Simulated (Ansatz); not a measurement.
A structure relaxed at PBE0-D4/def2-TZVP, charge 0, multiplicity 1:

Cartesian coordinates in Å:
```
C 0.606 1.901 1.223
C 0.962 1.091 -0.022
Al -0.119 -0.514 -0.374
C 0.199 -1.550 -2.006
C -1.504 -1.050 0.904
H 1.258 2.770 1.359
H 0.681 1.298 2.133
H -0.422 2.275 1.182
H 2.013 0.774 0.022
H 0.917 1.729 -0.915
H -0.006 -2.616 -1.872
H -0.468 -1.204 -2.806
H 1.220 -1.443 -2.383
H -1.047 -1.395 1.840
H -2.141 -1.858 0.537
H -2.149 -0.208 1.177
```

Problem. Give its formula and SMILES.

Solution. C4H11Al, `C[CH2][Al]([CH3])[CH3]`.

Problem. Point group (tolerance 0.08 Å, 0.16 Å for H)?

Solution. C1.

Problem. Summarise the bond lengths by kind.

Solution. 1 × C–C 1.528 Å; 11 × C–H 1.093 to 1.099 Å; 3 × Al–C 1.959 to 1.966 Å.

Computed with Ansatz.
